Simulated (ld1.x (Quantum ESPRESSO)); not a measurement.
## praseodymium (Pr): one change to a PAW potential, before and after

praseodymium, PAW, made with ld1.x (Quantum ESPRESSO) 7.5 (PW91, scalar-relativistic). Core [Kr], reference 4d10 4f3 5s2 5p6 5d0 6s2 6p0. Waves: 5s (bound): rcut 2.05, rcutus 2.65 bohr; 6s (bound): rcut 2.05, rcutus 2.65 bohr; 5p (bound): rcut 2.30, rcutus 2.45 bohr; 6p (bound, empty): rcut 2.30, rcutus 2.45 bohr; 4d (bound): rcut 1.30, rcutus 1.45 bohr; 5d (bound, empty): rcut 1.30, rcutus 1.45 bohr; 4f (bound): rcut 0.80, rcutus 1.05 bohr; 4f channel at 0.25 Ry: rcut 0.80, rcutus 1.05 bohr. Local part: all-electron potential smoothed inside 1.75 bohr (lloc = -2). Core correction: Bessel-smoothed model core inside 0.85 bohr. Augmentation charge: PSQ, inside the norm-conserving radii.

Change: all radii but the core radius scaled by about 1.07 (s 2.84, p 2.62, d 1.56, f 1.12 bohr, rcut 2.20/2.46/1.40/0.86); local potential all-electron potential smoothed inside 1.88 bohr (lloc = -2).

Cutoffs: the cutoffs (Ry, on a coarse ladder) from which the occupation-weighted sum of valence levels, in a spherical-Bessel basis at the reference potential, stays within 10 and 1 mRy of its value at 400 Ry; they do not see the model core or the augmentation charge, which bear on the density cutoff. Errors are all-electron minus pseudo energies relative to the spin-unpolarised reference configuration.

**Question.** How do hardness, ghosts and transferability respond?

**Answer.** The potential gets softer (120 Ry and 200 Ry → 110 Ry and 180 Ry); the number of tests with a reliable result goes from 7 to 2 (the test run of the changed file stopped, so its transferability is not established); neither file shows a bound ghost. A larger radius leaves more room for a smooth pseudo-wave, so fewer plane waves are needed.

```csv
quantity,base,changed
"cutoff, loose",120 Ry,110 Ry
"cutoff, tight",200 Ry,180 Ry
loose cutoff by channel (10 mRy a level),"s 10 Ry, p 10 Ry, d 50 Ry, f 110 Ry","s 10 Ry, p 8 Ry, d 40 Ry, f 100 Ry"
bound ghosts,none,none
tests with a reliable result,7 of 7,2 of 7 (the test run stopped)
"error for 4d10 4f3 5s2 5p6 5d0 6s1 6p0, meV [ΔE 5.75 eV]",-2.5,-2.5
"error for 4d10 4f3 5s2 5p6 5d0 6s0 6p0, meV [ΔE 16.41 eV]",-5.7,-5.7
lowest overlap eigenvalue by channel,"s 0.09, p 0.12, d 0.78, f 0.99","s 0.09, p 0.06, d 0.79, f 0.99"
```
